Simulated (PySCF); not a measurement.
Computed with ωB97X-D3(BJ)/def2-TZVP // PBE0-D3(BJ)/def2-TZVP in PySCF. Gas-phase values, no solvent. One relaxed conformer stands for a flexible species; it need not be the lowest. Delta-SCF ions had no search for a lower state. Excitations are Tamm–Dancoff values on a coarser integration grid. The basis has no diffuse functions, so Rydberg states are missing or too high.

Reference species (SMILES): `[SiH]1=[SiH]C[SiH2]1` (neutral, multiplicity 1).

- HOMO: -7.83 eV
- S1 oscillator strength: 0.221
- brightest of the four lowest singlets (TDA): 4.08 eV
- vertical ionisation energy (Delta-SCF): 7.61 eV

After one change: the HOMO increases by 0.47 eV; the S1 oscillator strength rises by 0.080; the brightest of the four lowest singlets (TDA) decreases by 0.78 eV; the vertical ionisation energy (Delta-SCF) falls by 0.51 eV.

Task: Which change was made? The new species is one of these.
A) `C=[Si]1[SiH2][SiH2]1`
B) `[SiH2]=C[SiH]=[SiH2]` (Si–C–Si–Si torsion 48°)
C) `C1=[SiH][SiH2][SiH2]1`
D) `[SiH2]=C=[SiH][SiH3]`

Result: B, `[SiH2]=C[SiH]=[SiH2]` (Si–C–Si–Si torsion 48°)
